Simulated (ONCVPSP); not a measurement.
**What one change does to a pseudopotential (Rb (Z = 37), ONCV)**

- Element: Rb
- Generator: ONCVPSP 4.0.1
- Type: optimised norm-conserving Vanderbilt (ONCV)
- Functional: PBE
- Relativity: fully relativistic
- Frozen core: [Ar] 3d10
- Valence charge: 9
- Reference configuration: 4s2 4p6 5s1
- Partial waves: 4s+5s: rc 2.85 bohr, ncon 4, nbas 7, qcut 4 1/bohr, 2 projectors; 4p: rc 2.20 bohr, ncon 5, nbas 8, qcut 7.8 1/bohr, 3 projectors, debl 0.5 Ha; d scattering state at 0.21 Ha: rc 2.15 bohr, ncon 4, nbas 8, qcut 4.5 1/bohr, 2 projectors, debl 1.5 Ha
- Local potential: polynomial inside 2.05 bohr (lpopt 5, dvloc0 0 Ha)
- Core correction: Teter function, fcfact 4.5, rcfact 1.5

Open shells are filled in proportion to 2j + 1.

In the p channel the program set the typed energies aside and used -0.576, 0.250, 0.750 Ha (j = l + 1/2; the other j can differ).

All-electron outer shells of the reference configuration (PBE, scalar-relativistic, ld1.x):

```
shell  level (eV)  outermost node (bohr)  outermost maximum (bohr)
   3d     -103.96                      –                      0.39
   4s      -31.89                   0.62                      1.25
   4p      -15.96                   0.64                      1.42
   5s       -2.23                   1.79                      4.38
```

Change: s: rc 1.94; local potential polynomial inside 1.94 bohr (lpopt 5, dvloc0 0 Ha).

Cutoffs: the cutoffs (Ha) at which the residual kinetic energy of the hardest occupied pseudo-wave falls to 1 and 0.1 mHa per electron; they do not see the model core or the augmentation charge, which bear on the density cutoff. Errors are all-electron minus pseudo energies relative to the spin-unpolarised reference configuration.

Question: Predict the effect on cutoff, ghosts and configuration errors.

Answer: The potential gets harder (16 Ha and 21 Ha → 16 Ha and 32 Ha); of the 4 tests that both files solve, the error grows in 0 and shrinks in 1 by more than 15 % and 0.3 meV (median size 0.4 → 0.2 meV); the range in which the d5/2 phases agree widens (upper end 2.3 → at the end of the scan); the range in which the d3/2 phases agree widens (upper end 3.0 → at the end of the scan); neither file shows a bound ghost. A smaller radius makes the pseudo-wave follow the all-electron one further in, where it bends more sharply, so more plane waves are needed.

| quantity | base | changed |
| --- | --- | --- |
| cutoff, loose | 16 Ha | 16 Ha |
| cutoff, tight | 21 Ha | 32 Ha |
| loose cutoff by channel | s 3.4 Ha, p 16 Ha | s 16 Ha, p 16 Ha |
| bound ghosts | none | none |
| GHOST(+) flags under 300 eV | d5/2 at 79.7 eV, d5/2 at 268.5 eV | d3/2 at 165.4 eV |
| error for 4s2 4p6 5s0, meV [ΔE 4.15 eV] | -0.4 | -0.2 |
| error for 4s2 4p6 5s0.5, meV [ΔE 1.58 eV] | -0.1 | 0.0 |
| error for 4s2 4p6 5s0 5p1, meV [ΔE 1.52 eV] | -0.4 | -0.3 |
| error for 4s2 4p5 5s1, meV [ΔE 21.15 eV] | +4.1 | -0.8 |
| p3/2: phases at 2.24 bohr within 0.05 rad from the reference energy up to (Ha; the scan ends near 5) | to the end of the scan | to the end of the scan |
| p1/2: phases at 2.24 bohr within 0.05 rad from the reference energy up to (Ha; the scan ends near 5) | to the end of the scan | to the end of the scan |
| d5/2: phases at 2.19 bohr within 0.05 rad from the reference energy up to (Ha; the scan ends near 5) | 2.3 | to the end of the scan |
| d3/2: phases at 2.19 bohr within 0.05 rad from the reference energy up to (Ha; the scan ends near 5) | 3.0 | to the end of the scan |
| rms error of d²Exc/dni dnj with the model core, mHa | 2.00 | 2.14 |

Base: These tests converged, but a pseudo level misses the all-electron one widely, so the file describes the atom poorly there or has found another state: 4s2 4p6 5s0 5p1: empty 5s by 3.1 eV. Changed file: These tests converged, but a pseudo level misses the all-electron one widely, so the file describes the atom poorly there or has found another state: 4s2 4p6 5s0 5p1: empty 5s by 3.1 eV.
